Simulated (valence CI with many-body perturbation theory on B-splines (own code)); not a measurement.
# Energy levels of Pr⁸⁺

Computed by valence CI with perturbative core correlation (CI+MBPT): five valence electrons over a frozen Dirac-Fock core [Kr] 4d10, a basis of 7 s, 7 p, 7 d, 7 f, 4 g, 2 h functions for each j, with the one-electron correlation potential Σ1, the two-electron term Σ2, the three-electron term Σ3, Breit, model QED; selected CI, second order for the rest (own B-spline code, finite nucleus).

No measured levels were compared; by estimate terms of the open shell hold to a few per cent of their energy, and close levels can change places; configurations with another count of f electrons can be misplaced by thousands of cm⁻¹. Among the levels kept, up to 1800 cm⁻¹ of a level comes from second order outside the variational space, and about a tenth of that is noise between levels of different J, which matters for small intervals. The lowest computed level is not the ground level that NIST lists (°, for many ions itself from theory).

Levels 91 to 135 of 206, with energies above the lowest level, 5s2.5p3 4S°_3/2. "Leading %" is the weight of the configuration and term that name the level; weights of strongly mixed levels are sums over their largest components and can fall short. In the jj column 3d3/2^4 stands for four electrons in 3d with j = 3/2.

| No. | Configuration | Term | J | E (cm⁻¹) | Leading % | Leading jj | g | Second component |
| --- | --- | --- | --- | --- | --- | --- | --- | --- |
| 91 | 4f2.5s2.5p | 2F° | 7/2 | 148610 | 56 | 4f5/2 4f7/2 5s^2 5p3/2 (70 %) | 1.171 | 20 % 4f2.5s2.5p 4D° |
| 92 | 4f2.5s2.5p | 4P° | 3/2 | 148680 | 39 | 4f7/2^2 5s^2 5p3/2 (40 %) | 1.436 | 25 % 4f2.5s2.5p 2D° |
| 93 | 4f2.5s2.5p | 4D° | 7/2 | 150780 | 62 | 4f7/2^2 5s^2 5p3/2 (80 %) | 1.318 | 31 % 4f2.5s2.5p 2F° |
| 94 | 4f2.5s2.5p | 2D° | 5/2 | 151850 | 49 | 4f5/2 4f7/2 5s^2 5p3/2 (49 %) | 1.224 | 20 % 4f2.5s2.5p 4P° |
| 95 | 4f2.5s2.5p | 2H° | 11/2 | 153400 | 72 | 4f5/2 4f7/2 5s^2 5p3/2 (61 %) | 1.050 | 23 % 4f2.5s2.5p 2I° |
| 96 | 4f2.5s2.5p | 4P° | 5/2 | 153640 | 45 | 4f5/2 4f7/2 5s^2 5p3/2 (58 %) | 1.394 | 21 % 4f2.5s2.5p 2D° |
| 97 | 4f2.5s2.5p | 2K° | 15/2 | 154140 | 97 | 4f5/2 4f7/2 5s^2 5p3/2 (81 %) | 1.066 |  |
| 98 | 4f2.5s2.5p | 2P° | 1/2 | 161180 | 92 | 4f7/2^2 5s^2 5p1/2 (38 %) | 0.675 |  |
| 99 | 4f2.5s2.5p | 2D° | 3/2 | 161650 | 69 | 4f5/2 4f7/2 5s^2 5p3/2 (39 %) | 0.925 | 13 % 4f2.5s2.5p 2P° |
| 100 | 4f2.5s2.5p | 2D° | 5/2 | 162010 | 73 | 4f5/2 4f7/2 5s^2 5p3/2 (44 %) | 1.267 | 15 % 4f2.5s2.5p 4P° |
| 101 | 4f2.5s2.5p | 2H° | 9/2 | 162700 | 95 | 4f5/2 4f7/2 5s^2 5p3/2 (78 %) | 0.909 |  |
| 102 | 4f2.5s2.5p | 2P° | 3/2 | 167570 | 64 | 4f5/2 4f7/2 5s^2 5p3/2 (46 %) | 1.263 | 17 % 4f2.5s2.5p 2D° |
| 103 | 4f2.5s2.5p | 2P° | 1/2 | 168960 | 86 | 4f5/2 4f7/2 5s^2 5p3/2 (70 %) | 0.668 | 5 % 4f2.5s2.5p 4D° |
| 104 | 5s.5p4 | 4P | 5/2 | 173410 | 77 | 5s 5p1/2^2 5p3/2^2 (80 %) | 1.551 | 9 % 5s.5p4 2D |
| 105 | 4f.5s.5p3 | 6F | 5/2 | 175620 | 77 | 4f5/2 5s 5p1/2^2 5p3/2 (56 %) | 1.266 | 7 % 4f.5s.5p3 4F |
| 106 | 4f.5s.5p3 | 6F | 7/2 | 175620 | 74 | 4f5/2 5s 5p1/2^2 5p3/2 (50 %) | 1.340 | 9 % 4f.5s.5p3 4F |
| 107 | 4f.5s.5p3 | 6F | 3/2 | 175930 | 82 | 4f5/2 5s 5p1/2^2 5p3/2 (54 %) | 1.053 | 10 % 4f.5s.5p3 4D |
| 108 | 4f.5s.5p3 | 6F | 1/2 | 176160 | 85 | 4f5/2 5s 5p1/2^2 5p3/2 (53 %) | -0.565 | 12 % 4f.5s.5p3 4D |
| 109 | 4f.5s.5p3 | 6F | 9/2 | 176570 | 75 | 4f7/2 5s 5p1/2^2 5p3/2 (34 %) | 1.387 | 8 % 4f.5s.5p3 4G |
| 110 | 4f.5s.5p3 | 6F | 11/2 | 178940 | 83 | 4f7/2 5s 5p1/2^2 5p3/2 (56 %) | 1.421 | 13 % 4f.5s.5p3 4G |
| 111 | 4f3.5s2 | 4I° | 9/2 | 184470 | 96 | 4f5/2^3 5s^2 (56 %) | 0.729 |  |
| 112 | 4f3.5s2 | 4I° | 11/2 | 186000 | 97 | 4f5/2^2 4f7/2 5s^2 (83 %) | 0.965 |  |
| 113 | 4f3.5s2 | 4I° | 13/2 | 187670 | 97 | 4f5/2 4f7/2^2 5s^2 (80 %) | 1.107 |  |
| 114 | 4f.5s.5p3 | 4F | 7/2 | 188100 | 61 | 4f7/2 5s 5p1/2^2 5p3/2 (53 %) | 1.218 | 7 % 4f.5s.5p3 2F |
| 115 | 4f2.5s2.5p | 2P° | 3/2 | 189150 | 94 | 4f7/2^2 5s^2 5p3/2 (58 %) | 1.331 |  |
| 116 | 4f.5s.5p3 | 4F | 5/2 | 189160 | 60 | 4f7/2 5s 5p1/2^2 5p3/2 (53 %) | 0.983 | 9 % 4f.5s.5p3 4G |
| 117 | 4f3.5s2 | 4I° | 15/2 | 189430 | 97 | 4f7/2^3 5s^2 (52 %) | 1.199 |  |
| 118 | 5s.5p4 | 4P | 3/2 | 190660 | 46 | 5s 5p1/2^2 5p3/2^2 (32 %) | 1.273 | 18 % 4f.5s.5p3 4F |
| 119 | 4f.5s.5p3 | 4F | 9/2 | 192460 | 75 | 4f5/2 5s 5p1/2^2 5p3/2 (34 %) | 1.290 | 9 % 4f.5s.5p3 2G |
| 120 | 4f.5s.5p3 | 4F | 3/2 | 193840 | 58 | 4f7/2 5s 5p1/2^2 5p3/2 (33 %) | 0.784 | 20 % 5s.5p4 4P |
| 121 | 5s.5p4 | 4P | 1/2 | 194390 | 65 | 5s 5p1/2^2 5p3/2^2 (53 %) | 2.528 | 16 % 5s.5p4 2S |
| 122 | 4f3.5s2 | 4F° | 3/2 | 197970 | 94 | 4f5/2^2 4f7/2 5s^2 (42 %) | 0.411 |  |
| 123 | 4f3.5s2 | 4F° | 5/2 | 198740 | 96 | 4f5/2^2 4f7/2 5s^2 (67 %) | 1.030 |  |
| 124 | 4f3.5s2 | 2H° | 9/2 | 198760 | 71 | 4f5/2^2 4f7/2 5s^2 (40 %) | 0.980 | 14 % 4f3.5s2 2G° |
| 125 | 4f3.5s2 | 4F° | 7/2 | 199550 | 93 | 4f5/2^2 4f7/2 5s^2 (48 %) | 1.223 |  |
| 126 | 4f3.5s2 | 4S° | 3/2 | 200240 | 94 | 4f5/2^2 4f7/2 5s^2 (46 %) | 1.983 |  |
| 127 | 4f3.5s2 | 4F° | 9/2 | 200540 | 79 | 4f5/2 4f7/2^2 5s^2 (79 %) | 1.258 | 15 % 4f3.5s2 2H° |
| 128 | 4f.5s.5p3 | 4G | 5/2 | 201210 | 45 | 4f5/2 5s 5p1/2^2 5p3/2 (47 %) | 0.843 | 10 % 4f.5s.5p3 4F |
| 129 | 4f3.5s2 | 2H° | 11/2 | 201450 | 94 | 4f5/2 4f7/2^2 5s^2 (63 %) | 1.094 |  |
| 130 | 4f3.5s2 | 2G° | 7/2 | 203940 | 81 | 4f5/2^2 4f7/2 5s^2 (60 %) | 0.914 | 12 % 4f3.5s2 4G° |
| 131 | 4f3.5s2 | 4G° | 5/2 | 204980 | 96 | 4f5/2^2 4f7/2 5s^2 (41 %) | 0.572 |  |
| 132 | 4f3.5s2 | 2K° | 13/2 | 205950 | 96 | 4f5/2^2 4f7/2 5s^2 (65 %) | 0.934 |  |
| 133 | 4f3.5s2 | 2G° | 9/2 | 206030 | 57 | 4f7/2^3 5s^2 (50 %) | 1.123 | 24 % 4f3.5s2 4G° |
| 134 | 4f3.5s2 | 4G° | 7/2 | 206230 | 84 | 4f5/2^2 4f7/2 5s^2 (55 %) | 0.973 | 12 % 4f3.5s2 2G° |
| 135 | 4f.5s.5p3 | 4G | 7/2 | 206270 | 53 | 4f5/2 5s 5p1/2 5p3/2^2 (38 %) | 1.027 | 10 % 4f.5s.5p3 4F |

Names give the largest LS component (configuration and term), which can be under half, so a name can repeat, a term be missing and a line seem to break the LS rules; names also repeat where a configuration has a term twice.

Where two levels of one J and parity lie close, their mixing, g and order are uncertain.
